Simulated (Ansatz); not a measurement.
Two isomers of CH8O3Si2: A = `CO[SiH](O)O[SiH3]`, B = `C[SiH](O)O[SiH2]O`.

Computed with Ansatz on PBE0-D4/def2-TZVP structures; ΔE is electronic, products minus reactants. CBS: MP2 limit from def2 TZ/QZ plus the TZ coupled-cluster correction, frozen cores. Functionals use def2-TZVPP. B3LYP here is the variant with VWN-RPA as its local correlation; programs differ in this. One conformer a species, not always the lowest.

Question: Which is lower in electronic energy at CCSD(T)/CBS, and by how much? (An estimate is asked.)

Answer: The calculation gave: B, by 24.5 kcal/mol.

Question: Give E(B) − E(A) in kcal/mol with MP2/def2-TZVPP, B2PLYP, PBE0-D4, B3LYP, B3LYP-D4, ωB97M-V, CCSD/def2-TZVPP. (An estimate is asked.)

Answer: Ansatz gave: MP2/def2-TZVPP -25.4, B2PLYP -23.2, PBE0-D4 -24.3, B3LYP -22.1, B3LYP-D4 -22.6, ωB97M-V -24.5, CCSD/def2-TZVPP -23.1. None reverses the order clearly.

Largest T1 diagnostic: 0.011.

In def2-TZVPP, CCSD(T) changes the Hartree–Fock value by −4.7 kcal/mol (the triples alone add −0.5 kcal/mol) and MP2 by −6.5 kcal/mol.
